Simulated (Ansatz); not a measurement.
Consider the substitution at a C–O bond: `FC(F)[O][GeH3]` + `OC(F)CF` → `FCC(F)OC(F)F` + `[OH][GeH3]`.

Calculated with Ansatz (gas phase, PBE0-D4/def2-TZVP geometries, no zero-point term in ΔE). CCSD(T)/CBS adds triple-zeta CCSD(T) − MP2 to the extrapolated MP2 energy (def2 sets, frozen cores). Functionals use def2-TZVPP. For Ge outer-core shells are correlated without core-valence functions, which leaves a few kJ/mol of doubt a bond. Scalar relativity is left out up to krypton. One conformer a species, not always the lowest.

(1) Is it downhill or uphill in electronic energy at CCSD(T)/CBS, and by how much? (An estimate is asked.)

(2) What do these levels give: PBE-D4, r2SCAN-D4, PBE0-D4, ωB97X-V, SCS-MP2/def2-QZVPP, CCSD/CBS(def2)? (An estimate is asked.)

Largest T1 diagnostic among the species: 0.012.

## Answers

(1) Computed: Uphill: ΔE = +5.9 kcal/mol.

(2) The calculation gave: PBE-D4 7.1, r2SCAN-D4 6.7, PBE0-D4 6.5, ωB97X-V 6.5, SCS-MP2/def2-QZVPP 5.7, CCSD/CBS(def2) 5.8 kcal/mol.

In def2-TZVPP, CCSD(T) changes the Hartree–Fock value by +0.7 kcal/mol (the triples alone add +0.2 kcal/mol) and MP2 by +0.8 kcal/mol.
